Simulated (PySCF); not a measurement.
# One molecule, several mistakes: CGeH7OSi

All numbers below are calculated, not measured. They come from PySCF 2.14.0, an open-source quantum chemistry program, on an isolated molecule that a program drew, which may never have been made. The molecule is CGeH7OSi (charge 0, doublet), drawn as the SMILES string `[CH2][SiH2][GeH2][OH]`.

Each row is a Hartree-Fock (HF) and frozen-core CCSD(T) single point in the cc-pV(D+d)Z basis, meant for a local HF minimum. Run 1 is clean. Each other run has one planted mistake out of seven kinds, and not every kind appears here: one electron removed, one electron added, multiplicity raised by two, geometry at a saddle point, minimal basis STO-3G, one bond length entered in bohr, all coordinates scaled. The reference is restricted for singlets and unrestricted otherwise, and also for a bond in bohr. Adding or removing an electron swaps singlet and doublet. Electrons count all cores. HOMO and LUMO are orbital energies over both spins, the gradient is its largest component, and the lowest frequency (negative if imaginary) is given only where the gradient is small. Bond lengths are over the 10 bonds as drawn. T1 is the CCSD diagnostic: over 0.02 (restricted) or 0.045 (unrestricted) a single reference is doubtful. Germanium has the cc-pVDZ-PP basis, with a core potential (ECP10MDF) in place of its 10 inner electrons, and its 3s, 3p and 3d shells are frozen in CCSD(T).

Geometry of the clean run:
```xyz
11
CGeH7OSi, angstrom
C    -0.1227   -1.8606   -0.1611
Si   -1.1695   -0.3327   -0.0568
Ge    0.1815    1.6116    0.3604
O     1.0539    1.2385    1.8826
H     0.1379   -2.3299   -1.1051
H     0.3413   -2.2986    0.7178
H    -1.8968   -0.1282   -1.3332
H    -2.1564   -0.4413    1.0436
H     1.2171    1.8846   -0.7441
H    -0.6360    2.8993    0.5623
H     1.6365    1.9192    2.1868
```

```
run  electrons  basis functions  <S^2>  HOMO (eV)  LUMO (eV)  gradient (hartree/bohr)  lowest frequency (cm^-1)  mean bond (Å)  longest bond (Å)      T1  HF (hartree)  CCSD(T) (hartree)                          mistake
  1         67              109  0.762      -9.67       2.18                  1.4e-05                        46         1.5214             2.404  0.0137    -699.10249         -699.67610                         no fault
  2         67              109  1.426      -9.65       1.70                  2.6e-02                         -         1.6180             2.404  0.0695    -698.95417         -699.54337  one bond length entered in bohr
  3         66              109  0.000     -15.90      -6.66                  3.7e-02                         -         1.5214             2.404  0.0369    -698.79462         -699.36603             one electron removed
  4         68              109  0.000      -0.86       7.57                  6.6e-02                         -         1.5214             2.404  0.0148    -699.06740         -699.68277               one electron added
  5         67              109  0.760      -9.59       2.23                  5.3e-02                         -         1.4468             2.286  0.0134    -699.07483         -699.64079           all coordinates scaled
  6         67              109  3.767      -3.83      -2.30                  5.6e-02                         -         1.5214             2.404  0.0249    -698.86618         -699.43718                                ?
```

**Which mistake was planted in run 6, and what did it cost?**

Electrons, basis and geometry are unchanged, and <S^2> is 3.767, beside S(S+1) = 3.75 for a multiplicity of 4. So the mistake is: multiplicity raised by two. Subtracting run 1 and multiplying by 627.51 kcal/mol a hartree, the energy moved by 148.3 kcal/mol in HF and 149.9 kcal/mol in CCSD(T).

Cautions from the logs. Run 2: T1 is over the limit, so its CCSD(T) energy is less reliable; run 3: T1 is over the limit, so its CCSD(T) energy is less reliable.
